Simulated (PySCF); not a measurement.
## Worked example: oscillator strength and radiative lifetime

C2H8N2Si2, SMILES N1=C([Si@@H]([SiH2]1)N)C.

Geometry: PBE0-D3(BJ)/def2-SVP. The structure was generated by enumeration; whether it is a known compound was not checked. One conformer was computed; it need not be the lowest.

TDDFT-PBE/def2-SVPD (PySCF) puts the first singlet state with f over 0.02 at 5.47 eV (vertical), with the transition dipole (-0.126, 0.326, 0.182) in atomic units.

Task: Find the oscillator strength, the wavelength and the radiative lifetime that this transition would have in vacuum if emission retraced absorption.

Result: 
|μ|² = 0.1553 au, so |μ| = 1.00 D. ΔE = 5.47/27.211 = 0.2010 hartree. f = (2/3) ΔE |μ|² = 0.021 (the program prints 0.021).
λ = 1239.84/5.47 = 227 nm; ν = 44119 cm⁻¹.
Einstein's coefficient A = 0.6670 ν² f s⁻¹ (ν in cm⁻¹) = 2.7e7 s⁻¹, so τ = 1/A = 37 ns. This state is S8; the lower singlets have f = 0.001, 0.003, 0.014, 0.001, 0.012, 0.014, 0.000. The figure is the radiative limit of this one transition; relaxation, internal conversion, crossing to triplets and a medium change what is measured.
